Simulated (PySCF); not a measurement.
Coordinates in bohr (charge 0 multiplicity 2):
```
I     0.0000    0.0000    0.1923
F     3.6532    0.0004   -0.3305
F    -3.6532   -0.0002   -0.3305
F    -0.0003    3.6533   -0.3296
F     0.0003   -3.6531   -0.3313
```

Level of theory: UPBE0 in PySCF with I def2-SVP with ECP28, F def2-SVP; scalar-relativistic core potentials, no spin–orbit coupling; density-fitted integrals.

This geometry of IF₄ is a stationary point at this level.

Q: What is the point group?

A: C4v.

Q: Is it a minimum?

A: Yes: all harmonic wavenumbers are real.

Q: Give the ideal-gas entropy at 298.15 K and 1 bar by parts.

A: translation 175.1, rotation 101.9, vibration 56.2, spin 5.8; total 339.0 J/(mol K).

Q: What is the atomisation energy, with and without zero-point energy?

A: 878 kJ/mol without, 858 kJ/mol with.

Only a few start shapes were tried, so a lower isomer may exist. With an element this heavy the missing spin–orbit coupling can shift these numbers.
